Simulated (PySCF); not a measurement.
Computed shifts of a molecule C₂H₇ClOSi₂, PySCF with PBE/pcSseg-1, GIAO, gas phase, atoms alike by connectivity averaged where their shifts nearly agree, in ppm (number of nuclei): ²⁹Si: -26.7 (1), -88.9 (1). ¹³C: 175.9 (1), 138.8 (1). ¹H: 6.91 (1), 5.53 (1), 5.20 (1), 4.52 (3), 1.60 (1). References: ¹⁷O against H2O (σ = 334.3 ppm); ²⁹Si against TMS (σ = 335.4 ppm); ¹³C against TMS (σ = 182.0 ppm); ³⁵Cl against HCl (σ = 936.5 ppm); ¹H against TMS (σ = 31.49 ppm), references at their B3LYP-D3(BJ)/def2-TZVP geometries, non-relativistic (without spin–orbit terms, shifts of atoms bonded to Cl or Br come out too high). The structure is a stationary point at r2SCAN-D4/def2-SVP. The values are those of a single conformer.

### Question
Which molecule gave these data?
A. Cl[SiH2][SiH]1COC1
B. O[Si@H]1C[Si@@H](Cl)C1
C. O[SiH2]/C(Cl)=C/[SiH3]
D. O=C[SiH2]C[SiH2]Cl

### Answer
C, O[SiH2]/C(Cl)=C/[SiH3]
